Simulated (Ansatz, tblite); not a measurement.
Spin states of Ca₂Se₂, each relaxed with PBE0-D4/def2-SVP in Ansatz. Electronic energies in the gas phase.

The 6-31G sets use Cartesian d functions. The xTB rows come from tblite. B3LYP takes the VWN-RPA correlation. Correlated methods freeze 28 core orbitals; core or outer-core shells of Ca, Se are correlated, in sets that lack core-valence functions. HOMO above LUMO, or a gap near zero within one spin, warns that the state may not be the lowest or that an electron is smeared out. The structure comes from a short search, and lower isomers may exist.

Singlet geometry (D2h within 0.1 Å):

```xyz
4

Ca   -1.392    0.123    0.922
Ca    1.392   -0.124   -0.922
Se   -1.014    0.761   -1.633
Se    1.014   -0.760    1.633
```

Triplet geometry (C2v within 0.1 Å):

```tsv
atom	x (Å)	y (Å)	z (Å)
Ca1	-0.841	-0.158	1.660
Ca2	1.517	0.613	-0.901
Se3	0.417	-1.745	-0.141
Se4	-1.093	1.290	-0.618
```

Quintet geometry (D2h within 0.1 Å):

```xyz
4

Ca    0.926    1.797   -0.107
Ca   -0.925   -1.797    0.106
Se    1.676   -0.805    0.990
Se   -1.677    0.805   -0.989
```

⟨S²⟩: triplet 2.01 at PBE0-D4/def2-TZVP (pure 2.00), quintet 6.01 at PBE0-D4/def2-TZVP (pure 6.00).

Only these spin states were relaxed.

**Question.** Estimate which spin state lies lowest at each of these levels, and by how much: GFN1-xTB; GFN2-xTB; HF/6-31G; HF/def2-TZVP; PBE-D4/def2-TZVP; BLYP-D4/def2-TZVP; r2SCAN-D4/def2-TZVP; B97M-V/def2-TZVP; B3LYP-D4/6-31G; PBE0-D4/def2-TZVP; MP2/def2-TZVP.

**Answer.** 
```tsv
level	triplet − singlet (kcal/mol)	quintet − singlet (kcal/mol)	lowest of these	remarks
GFN1-xTB	51.4	121.6	singlet	–
GFN2-xTB	48.5	95.1	singlet	–
HF/6-31G	44.4	52.3	singlet	–
HF/def2-TZVP	43.9	50.4	singlet	–
PBE-D4/def2-TZVP	42.1	108.6	singlet	gap within one spin near zero (quintet)
BLYP-D4/def2-TZVP	40.2	103.1	singlet	gap within one spin near zero (quintet)
r2SCAN-D4/def2-TZVP	46.3	108.9	singlet	–
B97M-V/def2-TZVP	41.6	103.1	singlet	–
B3LYP-D4/6-31G	43.8	102.0	singlet	–
PBE0-D4/def2-TZVP	46.2	103.5	singlet	–
MP2/def2-TZVP	51.9	99.3	singlet	–
```

Change of the quintet − singlet gap on mixing in exact exchange, in kcal/mol: PBE to PBE0 (25 % exact exchange) -5.1. The xTB methods have no spin-polarisation term.
